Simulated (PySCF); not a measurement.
Molecule: SMILES C=CCc1ccsn1, C$_{6}$H$_{7}$NS.

Geometry (Å), atoms numbered from 1 in this order:
```xyz
15

C    -2.4134    0.4988   -0.6279
C    -1.5914   -0.4629   -0.2540
C    -0.6923   -0.3891    0.9450
C     0.7362   -0.3824    0.4980
C     1.3565    0.6952   -0.1827
C     2.6475    0.3813   -0.4784
S     2.9968   -1.1979    0.0942
N     1.4988   -1.4267    0.6963
H    -2.5057    1.4169   -0.0698
H    -3.0369    0.4091   -1.5013
H    -1.5094   -1.3750   -0.8301
H    -0.8492   -1.2615    1.5821
H    -0.9013    0.5192    1.5142
H     0.8672    1.6198   -0.4256
H     3.3922    0.9631   -0.9819
```

Frames of a GFN2-xTB Langevin trajectory at 400 K; GIAO PBE0/pcSseg-1 shieldings in PySCF 2.14, gas phase, non-relativistic; equivalent atoms averaged within each frame.

Scale: TMS for 13C (σref 186.93), 1H (σref 31.72); 33S (σref 503.73) against CS2; 15N (σref 267.73) vs NH3 (reference shieldings calculated alike). The references are static minima.

**Question.** How do the shifts (ppm) fluctuate along the trajectory?

**Answer.** 
```csv
time (fs),C6,C4,C2,C5,C1,C3,S7,N8,H15,H14
250,168.9,164.5,161.5,129.9,125.4,47.1,382,329.4,9.21,7.49
425,156.4,172.1,151.4,116.8,120.3,46.2,434,358.2,7.46,7.91
625,153.8,176.9,144.0,133.7,127.3,42.4,372,357.0,7.99,7.30
800,166.0,169.8,159.6,142.9,136.1,45.2,377,305.9,9.18,7.77
1000,168.1,181.9,152.0,128.1,121.7,46.9,437,348.6,8.45,7.55
mean of frames,162.6,173.0,153.7,130.3,126.2,45.6,400,339.8,8.46,7.60
standard deviation,7.0,6.7,7.0,9.5,6.2,1.9,32,22.2,0.76,0.24
```

5 frames give an uncertainty of the mean of about the standard deviation over 2.2 at best, since frames this close in time may not be independent; classical motion lacks zero-point vibration, and the reference would need the same averaging.
